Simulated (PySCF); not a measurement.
Input for PySCF: R-B3LYP/6-31G* on C3H9B (SMILES BC(C)C), a point of a torsion scan.

```python
from pyscf import gto, scf, dft, mp
from pyscf.data.elements import chemcore

mol = gto.M(
    atom='''
    B    -0.27617346    1.57425287    0.17802030
    C     0.01759391    0.04398474    0.43002920
    C    -1.02037463   -0.91699373   -0.15640712
    C     1.39448684   -0.23892864   -0.20592673
    H    -0.85319800    1.91395349   -0.78009465
    H     0.14633821    2.37875495    0.91366270
    H     0.11391625   -0.18147588    1.49821180
    H    -0.73113106   -1.95297993    0.01727362
    H    -1.11987835   -0.76498785   -1.22881222
    H    -1.99284996   -0.75291450    0.30276377
    H     1.36531951   -0.04894400   -1.27685121
    H     1.67078368   -1.28033763   -0.04962209
    H     2.16277792    0.39277809    0.23414425
    ''',
    basis='6-31g*',
    cart=True,
    charge=0, spin=0, verbose=3, max_memory=1800)
mf = dft.RKS(mol, xc='b3lyp')
mf.conv_tol = 1e-8
mf.max_cycle = 100
mf.kernel()
if not mf.converged:
    mf = mf.newton().run(mf.mo_coeff, mf.mo_occ)
```

**Question.** What total energy does the run end on?

**Answer.** -144.5671 hartree.
